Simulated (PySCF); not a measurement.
Species: C6H11O (doublet state).
Numbering: `[CH2:1]=[CH:2][CH2:3][C:4]([OH:5])[CH2:6][CH3:7]` (hydrogens: H8, H9 on C1; H10 on C2; H11, H12 on C3; H13 on O5; H14, H15 on C6; H16, H17, H18 on C7)

Structure used (GFN2-xTB), in Å, numbered top down from 1:
```xyz
18
C6H11O angstrom
C     -1.9583    1.4510   -0.4383
C     -1.6449    0.2514    0.0212
C     -1.2154   -0.9029   -0.8419
C      0.2310   -1.1737   -0.6083
O      0.5004   -2.1097    0.3673
C      1.3024   -0.2254   -1.0128
C      1.7181    0.7494    0.1064
H     -2.2130    2.2667    0.2178
H     -1.9809    1.6648   -1.4945
H     -1.6229    0.0568    1.0848
H     -1.3911   -0.6633   -1.8928
H     -1.7798   -1.7975   -0.5725
H      1.4408   -2.0938    0.5740
H      2.1926   -0.7876   -1.3233
H      0.9540    0.3515   -1.8699
H      2.0568    0.2077    0.9877
H      0.8734    1.3715    0.3895
H      2.5279    1.3895   -0.2356
```

The hyperfine couplings belong to this conformer and change with its torsions.

Computed with UKS B3LYP, pcH-1 on C H O, non-relativistic, mean-field spin-orbit, GIAO in PySCF 2.14.0. Isolated species at its GFN2-xTB geometry (one conformer only). The geometry wasn't refined by DFT: couplings that depend on bond lengths, twists or pyramidal angles can differ widely from those at the functional's own minimum. Stability of the SCF solution: not tested.

The largest Mulliken spin populations are on C4 (+0.85) and O5 (+0.11). C4 is the only atom above +0.15. The angles at C4 add up to 356.8°, so it is nearly planar.

(1) How do the β-proton couplings of this frozen conformer go with θ, the angle between the C–H bond and the normal to the plane of the spin centre's three neighbours, both seen down the bond from centre to carbon?

## Answers

(1) 
```
β H  on  centre  θ (°)  cos²θ   a (G)
H11  C3      C4     48   0.46  +13.98
H12  C3      C4     72   0.09   +6.40
H14  C6      C4     45   0.50  +20.08
H15  C6      C4     73   0.09   +2.47
```

Fitting the Heller–McConnell form a = ρ(B0 + B2 cos²θ), with Mulliken ρ = 0.85, gives B0 = 1.5 G and B2 = 39.2 G; with only two distinct angles the two parameters are fixed exactly.

Couplings in gauss use g_iso = 2.0031.

The run took 1.8 min (grids of density and orbitals included) on Arm Neoverse N1, one thread, shared host with 64 logical CPUs at a one-minute load of 49, and the process peaked at 1.0 GiB of memory.
